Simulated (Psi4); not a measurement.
Noncovalent pair: N2 (SMILES N#N) (first 2 atoms) with CH2F2 (SMILES FCF); geometry from B3LYP-D3(BJ)/def2-TZVP.
(charge 0, multiplicity 1):
```xyz
7

N      0.35843     0.06216    -0.26468
N     -0.49305    -0.03039     0.41041
F      0.45483    -1.32388     3.22631
C     -0.28617    -0.29035     3.71541
F      0.34820     0.87626     3.41046
H     -0.34195    -0.38396     4.80115
H     -1.26048    -0.29658     3.22579
```

Level of theory: SAPT0/jun-cc-pV(D+d)Z (Psi4 1.11).

Q: Give the four SAPT terms and the total, and say what mostly holds the pair together.

A: electrostatics -34.2, exchange 45.5, induction -4.6, dispersion -33.3, total -26.6 meV; the largest attraction is electrostatics.
